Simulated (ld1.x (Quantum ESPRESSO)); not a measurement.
# Sc, TM: configuration errors across variants

```json
{
 "Element": "scandium",
 "Generator": "ld1.x (Quantum ESPRESSO) 7.5",
 "Type": "norm-conserving Troullier–Martins (Kleinman–Bylander form)",
 "Functional": "LDA (PZ)",
 "Relativity": "fully relativistic",
 "Frozen core": "[Ne]",
 "Valence charge": "11",
 "Reference configuration": "3s2 3p6 3d1 4s2 4p0",
 "Partial waves": "3s (bound): rc 1.05 bohr; 3p (bound): rc 1.65 bohr; 3d (bound): rc 2.70 bohr",
 "Local potential": "all-electron potential smoothed inside 0.80 bohr (lloc = -2)",
 "Core correction": "none"
}
```

Open shells are filled in proportion to 2j + 1 (rel_dist='average').

Occupied shells without a wave of their own: 4s. They enter only through the test configuration that unscreens the potential.

All-electron excitation energies from the reference (eV): (1) 3s2 3p6 3d1 4s1 4p0 7.067; (2) 3s2 3p6 3d1 4s0 4p0 20.028; (3) 3s2 3p6 3d0 4s0 4p0 45.118; (4) 3s2 3p6 3d2 4s1 4p0 1.622; (5) 3s2 3p6 3d1 4s1 4p1 2.841; (6) 3s2 3p5 3d1 4s2 4p0 40.146; (7) 3s2 3p6 3d1 4s1.5 4p0 2.824.

For the base: The 4s level has no wave, so the channel is fitted at the deeper level alone: the likely source of the large errors.

On the changes marked as counting shells twice: ld1.x takes every shell without a wave as core, so the model core holds the marked electrons as well and exchange and correlation see them twice. This cancels in the reference configuration, but the file is broken for other ones, and its errors say nothing about a proper core correction.

2 further variants failed, have other tests or another functional or relativity, and are left out.

Errors AE − PS in meV (a dash: test not solved or not reliable):

```tsv
change	(1)	(2)	(3)	(4)	(5)	(6)	(7)	bound ghosts
base	-100	-273	-143	+0.1	-67	-91	-43	none
wave 3s (bound): rc 1.05 bohr becomes 3s (bound): rc 0.92 bohr	-93	-255	-115	+3.5	-62	-94	-40	none
core correction a·sin(br)/r model core inside 1.20 bohr (4s counted twice)	-238	-1024	-1218	-22	-89	-142	-74	none
all radii scaled by about 1.13 (s 1.18, p 1.86, d 3.04 bohr); local potential all-electron potential smoothed inside 0.90 bohr (lloc = -2)	-102	-282	-18	+27	-73	-132	-44	none
```

Task: Give the same row for: local potential the d channel.

Result: -64, -487, -981, +158, -309, +457, -12; bound ghosts: none.
